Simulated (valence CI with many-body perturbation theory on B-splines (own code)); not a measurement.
# Forbidden lines of Te XLV

Level of theory: valence CI with perturbative core correlation (CI+MBPT): six valence electrons over a frozen Dirac-Fock core [He], a basis of 9 s, 9 p, 8 d, 6 f, 3 g, 1 h functions for each j, with the one-electron correlation potential Σ1, the two-electron term Σ2, the three-electron term Σ3, Breit, model QED; selected CI, second order for the rest, scaled by the run's own slope (own B-spline code, finite nucleus).

No measured spectrum was set against this ion. As an estimate, large intervals hold to a few tenths of a per cent, small ones and those within an open d or f shell to about a per cent. Among the levels kept, up to 2500 cm⁻¹ of a level comes from second order outside the variational space, and about a tenth of that is noise between levels of different J, which matters for small intervals.

Lines 1 to 50 of 53 in falling wavelength, among levels below 4668.2 eV, chosen from the decays that carry over 1 % of a level's rate. Wavelengths and rates use the calculated energies. Electric multipoles are in the length gauge with retardation, E1 and E2 with the static RPA response of the core. M1 uses the relativistic operator with retardation. Weak lines are less certain than strong ones. Lines between different terms over intervals too small for the method are left out, as are lines whose strength nearly cancels. The highest levels of a list are the least certain.

Levels are named by their leading jj configuration (3d3/2^4 stands for four electrons in 3d with j = 3/2), which in mixed levels can hold well under half, so a name can repeat and another be missing. Letters in brackets count levels of one name in rising energy.

| λ vac (nm) | Upper | Lower | Type | A (s⁻¹) | Branch % |
| --- | --- | --- | --- | --- | --- |
| 34.52 | (2s^2 2p1/2^2 2p3/2^2) J=0 | (2s^2 2p1/2^2 2p3/2^2) J=2 | E2 | 2.71e+01 | 100.0 |
| 5.042 | (2s^2 2p1/2 2p3/2^3) J=1 | (2s^2 2p1/2^2 2p3/2^2) J=0 | M1 | 5.34e+07 | 22.4 |
| 4.399 | (2s^2 2p1/2 2p3/2^3) J=1 | (2s^2 2p1/2^2 2p3/2^2) J=2 | M1 | 1.84e+08 | 77.5 |
| 4.159 | (2s^2 2p1/2 2p3/2^3) J=2 | (2s^2 2p1/2^2 2p3/2^2) J=2 | M1 | 1.14e+08 | 99.7 |
| 3.984 | (2s^2 2p3/2^4) J=0 | (2s^2 2p1/2 2p3/2^3) J=1 | M1 | 5.15e+08 | 99.7 |
| 0.3236 | (2s^2 2p1/2^2 2p3/2 3d5/2) J=4 | (2s 2p1/2^2 2p3/2^3) J=2 | E2 | 3.76e+08 | 1.5 |
| 0.2998 | (2s 2p1/2^2 2p3/2^2 3p1/2) J=3 | (2s 2p1/2^2 2p3/2^3) J=2 | E2 | 1.28e+11 | 1.2 |
| 0.2992 | (2s^2 2p1/2^2 2p3/2 3p1/2) J=2 | (2s^2 2p1/2^2 2p3/2^2) J=0 | E2 | 4.72e+10 | 16.3 |
| 0.2990 | (2s^2 2p1/2 2p3/2^2 3p1/2) J=1 [a] | (2s^2 2p1/2 2p3/2^3) J=2 | E2 | 2.95e+10 | 25.0 |
| 0.2985 | (2s^2 2p1/2 2p3/2^2 3p1/2) J=2 [a] | (2s^2 2p1/2 2p3/2^3) J=2 | E2 | 3.79e+09 | 2.4 |
| 0.2978 | (2s^2 2p1/2 2p3/2^2 3p1/2) J=1 [a] | (2s^2 2p1/2 2p3/2^3) J=1 | E2 | 2.84e+10 | 24.1 |
| 0.2974 | (2s^2 2p1/2 2p3/2^2 3p1/2) J=3 | (2s^2 2p1/2 2p3/2^3) J=2 | E2 | 1.58e+11 | 71.9 |
| 0.2973 | (2s^2 2p1/2 2p3/2^2 3p1/2) J=2 [a] | (2s^2 2p1/2 2p3/2^3) J=1 | E2 | 1.32e+11 | 84.7 |
| 0.2968 | (2s^2 2p1/2^2 2p3/2 3p1/2) J=1 | (2s^2 2p1/2^2 2p3/2^2) J=2 | E2 | 1.43e+11 | 66.7 |
| 0.2966 | (2s^2 2p1/2^2 2p3/2 3p1/2) J=2 | (2s^2 2p1/2^2 2p3/2^2) J=2 | E2 | 1.86e+11 | 64.3 |
| 0.2963 | (2s^2 2p1/2 2p3/2^2 3p1/2) J=3 | (2s^2 2p1/2 2p3/2^3) J=1 | E2 | 2.61e+10 | 11.8 |
| 0.2959 | (2s^2 2p1/2 2p3/2^2 3p1/2) J=2 [b] | (2s^2 2p1/2 2p3/2^3) J=2 | E2 | 8.47e+10 | 10.6 |
| 0.2955 | (2s^2 2p1/2 2p3/2^2 3p1/2) J=1 [b] | (2s^2 2p1/2 2p3/2^3) J=2 | E2 | 8.04e+10 | 27.6 |
| 0.2947 | (2s^2 2p1/2 2p3/2^2 3p1/2) J=2 [b] | (2s^2 2p1/2 2p3/2^3) J=1 | E2 | 1.24e+10 | 1.6 |
| 0.2943 | (2s^2 2p1/2 2p3/2^2 3p1/2) J=1 [b] | (2s^2 2p1/2 2p3/2^3) J=1 | E2 | 8.38e+10 | 28.7 |
| 0.2937 | (2s^2 2p1/2 2p3/2^2 3p1/2) J=0 | (2s^2 2p1/2 2p3/2^3) J=2 | E2 | 1.78e+11 | 27.5 |
| 0.2933 | (2s^2 2p1/2 2p3/2^2 3p3/2) J=3 [a] | (2s^2 2p1/2 2p3/2^3) J=2 | E2 | 1.57e+10 | 3.6 |
| 0.2932 | (2s^2 2p1/2 2p3/2^2 3p3/2) J=2 [a] | (2s^2 2p1/2 2p3/2^3) J=2 | E2 | 1.13e+10 | 2.0 |
| 0.2924 | (2s^2 2p1/2^2 2p3/2 3p3/2) J=2 | (2s^2 2p1/2^2 2p3/2^2) J=0 | E2 | 5.90e+10 | 24.6 |
| 0.2922 | (2s^2 2p1/2 2p3/2^2 3p3/2) J=3 [a] | (2s^2 2p1/2 2p3/2^3) J=1 | E2 | 3.07e+10 | 7.0 |
| 0.2921 | (2s^2 2p1/2 2p3/2^2 3p3/2) J=2 [a] | (2s^2 2p1/2 2p3/2^3) J=1 | E2 | 5.53e+10 | 9.9 |
| 0.2919 | (2s^2 2p1/2 2p3/2^2 3p3/2) J=3 [b] | (2s^2 2p1/2 2p3/2^3) J=2 | E2 | 4.64e+10 | 11.9 |
| 0.2918 | (2s^2 2p1/2 2p3/2^2 3p3/2) J=4 | (2s^2 2p1/2 2p3/2^3) J=2 | E2 | 4.73e+10 | 18.1 |
| 0.2911 | (2s^2 2p1/2^2 2p3/2 3p3/2) J=3 | (2s^2 2p1/2^2 2p3/2^2) J=2 | E2 | 1.00e+11 | 42.8 |
| 0.2911 | (2s^2 2p1/2^2 2p3/2 3p3/2) J=1 | (2s^2 2p1/2^2 2p3/2^2) J=2 | E2 | 1.09e+11 | 37.9 |
| 0.2911 | (2s^2 2p1/2 2p3/2^2 3p3/2) J=1 [a] | (2s^2 2p1/2 2p3/2^3) J=1 | E2 | 3.77e+10 | 12.9 |
| 0.2908 | (2s^2 2p1/2 2p3/2^2 3p3/2) J=3 [b] | (2s^2 2p1/2 2p3/2^3) J=1 | E2 | 1.85e+10 | 4.8 |
| 0.2907 | (2s^2 2p1/2 2p3/2^2 3p3/2) J=1 [b] | (2s^2 2p1/2 2p3/2^3) J=2 | E2 | 1.01e+11 | 5.6 |
| 0.2900 | (2s^2 2p1/2 2p3/2^2 3p3/2) J=2 [b] | (2s^2 2p1/2 2p3/2^3) J=2 | E2 | 1.36e+11 | 4.7 |
| 0.2896 | (2s^2 2p1/2 2p3/2^2 3p3/2) J=1 [b] | (2s^2 2p1/2 2p3/2^3) J=1 | E2 | 5.86e+10 | 3.2 |
| 0.2889 | (2s^2 2p1/2 2p3/2^2 3p3/2) J=2 [b] | (2s^2 2p1/2 2p3/2^3) J=1 | E2 | 4.66e+10 | 1.6 |
| 0.2888 | (2s^2 2p1/2^2 2p3/2 3p3/2) J=0 | (2s^2 2p1/2^2 2p3/2^2) J=2 | E2 | 2.94e+11 | 34.4 |
| 0.2863 | (2s^2 2p1/2 2p3/2^2 3d5/2) J=4 [a] | (2s^2 2p1/2 2p3/2^3) J=2 | M2 | 5.63e+08 | 2.0 |
| 0.2850 | (2s^2 2p1/2 2p3/2^2 3d5/2) J=4 [b] | (2s^2 2p1/2 2p3/2^3) J=2 | M2 | 5.37e+09 | 19.1 |
| 0.2843 | (2s^2 2p1/2^2 2p3/2 3d5/2) J=4 | (2s^2 2p1/2^2 2p3/2^2) J=2 | M2 | 3.45e+09 | 13.6 |
| 0.2743 | (2s^2 2p1/2 2p3/2^2 3p1/2) J=0 | (2s^2 2p1/2^2 2p3/2^2) J=2 | E2 | 2.66e+10 | 4.1 |
| 0.2740 | (2s^2 2p1/2 2p3/2^2 3p3/2) J=3 [a] | (2s^2 2p1/2^2 2p3/2^2) J=2 | E2 | 4.50e+10 | 10.2 |
| 0.2739 | (2s^2 2p1/2 2p3/2^2 3p3/2) J=2 [a] | (2s^2 2p1/2^2 2p3/2^2) J=2 | E2 | 4.88e+10 | 8.8 |
| 0.2736 | (2s^2 2p1/2 2p3/2^2 3p3/2) J=0 | (2s^2 2p1/2^2 2p3/2^2) J=2 | E2 | 7.52e+10 | 22.9 |
| 0.2730 | (2s^2 2p1/2 2p3/2^2 3p3/2) J=1 [a] | (2s^2 2p1/2^2 2p3/2^2) J=2 | E2 | 7.93e+10 | 27.2 |
| 0.2728 | (2s^2 2p1/2 2p3/2^2 3p3/2) J=3 [b] | (2s^2 2p1/2^2 2p3/2^2) J=2 | E2 | 7.71e+10 | 19.8 |
| 0.2727 | (2s^2 2p1/2 2p3/2^2 3p3/2) J=4 | (2s^2 2p1/2^2 2p3/2^2) J=2 | E2 | 1.30e+11 | 49.5 |
| 0.2725 | (2s^2 2p1/2 2p3/2^2 3p3/2) J=2 [c] | (2s^2 2p1/2^2 2p3/2^2) J=0 | E2 | 9.67e+10 | 4.0 |
| 0.2717 | (2s^2 2p1/2 2p3/2^2 3p3/2) J=1 [b] | (2s^2 2p1/2^2 2p3/2^2) J=2 | E2 | 3.12e+10 | 1.7 |
| 0.2711 | (2s^2 2p1/2 2p3/2^2 3p3/2) J=2 [b] | (2s^2 2p1/2^2 2p3/2^2) J=2 | E2 | 5.38e+10 | 1.9 |
